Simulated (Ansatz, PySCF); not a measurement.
Si(OH)2(SH)2 (H4O2S2Si), SMILES O[Si](O)(S)S. Atoms are numbered in the order given.

```xyz
9

O      1.5017    -0.8706     0.7635
Si     0.1780    -0.3266    -0.0633
O     -0.1518    -1.4857    -1.2023
S     -1.6172    -0.0924     1.0924
S      0.6951     1.6105    -0.8088
H      1.5138    -1.8174     0.9559
H     -0.8716    -1.3118    -1.8206
H     -1.1648     0.9935     1.7606
H      1.9862     1.2702    -1.0366
```

Geometry optimised at B3LYP-D3(BJ)/def2-SVP. One conformer was computed; it need not be the lowest.

Vertical ionisation energy (IE) and electron affinity (EA) in eV. Rows of orbital energies are one-electron estimates. Where ΔSCF, EOM or ADC give a negative EA the extra electron is unbound and the value depends on the basis.

| level | IE | EA |
|---|---|---|
| −ε(HOMO), −ε(LUMO), CAM-B3LYP/def2-TZVP (PySCF) | (withheld) | (withheld) |
| −ε(HOMO), −ε(LUMO), PBE/def2-TZVP (PySCF) | 6.46 | 0.75 |
| ΔSCF, CAM-B3LYP/def2-SVPD (Ansatz), final states of multiplicity 2 and 2 | 10.06 | -0.91 |
| ΔSCF, PBE/def2-SVPD (Ansatz), final states of multiplicity 2 and 2 | 9.38 | -0.59 |

Task: Some entries are withheld; supply them. (An estimate is asked for; the answer gives what the named calculation found.)

Result: 
- −ε(HOMO), −ε(LUMO), CAM-B3LYP/def2-TZVP (PySCF), IE: 9.07
- −ε(HOMO), −ε(LUMO), CAM-B3LYP/def2-TZVP (PySCF), EA: -1.04

Task: What vertical singlet–triplet gap does ΔSCF give with CAM-B3LYP/def2-SVPD (Ansatz, a first-principles code) and with PBE/def2-SVPD (Ansatz)? (An estimate is asked for; the answer gives what the named calculation found.)

Result: 5.95 and 5.56 eV (triplet above singlet where positive).
